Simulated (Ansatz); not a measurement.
Basis-set extrapolation for `CO[B]S` radical (PBE0-D4/def2-TZVP geometry, frozen core, Ansatz). Multiplicity 2, UHF reference.

```json
{"": "HF", "def2-TZVPP": "-537.354818", "def2-QZVPP": "-537.372796"}
{"": "MP2 correlation", "def2-TZVPP": "-0.657909", "def2-QZVPP": "-0.708762"}
{"": "CCSD(T) correlation", "def2-TZVPP": "-0.725224", "def2-QZVPP": "-0.772338"}
```

Energies in hartree. Use E(X) = E(∞) + A·exp(−7.88·√X) for Hartree–Fock and E(X) = E(∞) + B·X^(−2.97) for correlation, with X = 3 and 4.

Problem. What is the CCSD(T) energy at the basis-set limit?

Solution. HF limit: -537.372796 + (-0.017978) × 0.13774 = -537.37527. Correlation limit: -0.772338 + (-0.047114) × 0.74074 = -0.80724. Total: -538.18251 hartree, 269.0 kJ/mol below CCSD(T)/def2-TZVPP.
